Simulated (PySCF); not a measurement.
## Electronic absorption of (LiF)3 ring

Species: (LiF)3 ring, Li3F3.
Z-matrix (Å and degrees, PBE0-D3(BJ)/def2-SVP geometry), rows numbered from 1:
```
Li
F   1  1.6848
Li  2  1.6869  1  111.56
F   3  1.6865  2  128.68  1     0.01
Li  4  1.6851  3  111.73  2    -0.06
F   5  1.6847  4  127.60  3    -0.07
```

Method used: TDDFT wB97X-D/def2-SVPD, vertical, gas phase, core orbitals frozen in the response in PySCF.

Q: List the vertical singlet excitations with oscillator strengths and describe the spectrum.

A: 

| state | E (eV) | λ (nm) | f | \|μ\| (D) | main configurations (H = HOMO, L = LUMO) |
| --- | --- | --- | --- | --- | --- |
| S1 | 8.31 | 149.2 | 0.0000 | 0.02 | H-1/H→L (≥69%) |
| S2 | 8.31 | 149.2 | 0.0000 | 0.01 | H-1/H→L (≥68%) |
| S3 | 8.38 | 147.9 | 0.032 | 1.00 | H-2→L (72%) |
| S4 | 8.40 | 147.6 | 0.031 | 0.99 | H-3→L (70%) |
| S5 | 8.55 | 145.0 | 0.148 | 2.13 | H-4→L (60%), H-1/H→L+1/L+2 (≥24%) |
| S6 | 8.84 | 140.3 | 0.0000 | 0.01 | H-7→L (45%), H-2→L+1/L+2 (≥18%), H-3→L+1/L+2 (≥18%) |
| S7 | 8.95 | 138.5 | 0.055 | 1.27 | H-5→L (69%) |
| S8 | 8.96 | 138.4 | 0.055 | 1.28 | H-6→L (70%) |
| S9 | 9.00 | 137.8 | 0.0000 | 0.00 | H-1/H→L+1/L+2 (≥83%) |
| S10 | 9.03 | 137.3 | 0.0001 | 0.06 | H-2→L+1/L+2 (≥42%), H-3→L+1/L+2 (≥39%) |

Triplets, Tamm–Dancoff:

```
state  E (eV)  λ (nm)  main configurations (H = HOMO, L = LUMO)
   T1    8.27   150.0                            H-1/H→L (≥68%)
   T2    8.27   150.0                            H-1/H→L (≥67%)
   T3    8.31   149.1                               H-2→L (70%)
```

The lowest singlet level (S1/S2) comes at 149 nm (802 kJ/mol) in the vacuum ultraviolet; it is dark (f under 0.0005). The most intense listed level is S5 at 8.55 eV (145 nm, f = 0.148), 0.24 eV above S1. S1/S2 and S7/S8 lie within about 0.01 eV of each other in each set. Löwdin shares by element: HOMO (one of a set within 0.03 eV) fluorine 98% or more; LUMO lithium 98%. The oscillator strengths of these states sum to 0.321; summed over the whole spectrum of an exact calculation they would give the number of electrons, 36 (Thomas–Reiche–Kuhn). Orbital energies (eV): HOMO-3 -11.49, HOMO-2 -11.48, HOMO-1 -11.46, HOMO -11.45, LUMO 0.76, LUMO+1 1.11, LUMO+2 1.12. Of the 10 states listed, 5 reach f = 0.01 and 5 stay under 0.0005. Orbitals of the list HOMO-3 to LUMO+2 that lie within 0.01 eV of each other are written together with a slash and their weights summed (≥ marks a lower bound); for degenerate orbitals outside that list single weights are arbitrary. Singlets were solved by full linear response, triplets in the Tamm–Dancoff approximation.

One conformer stands for the species.
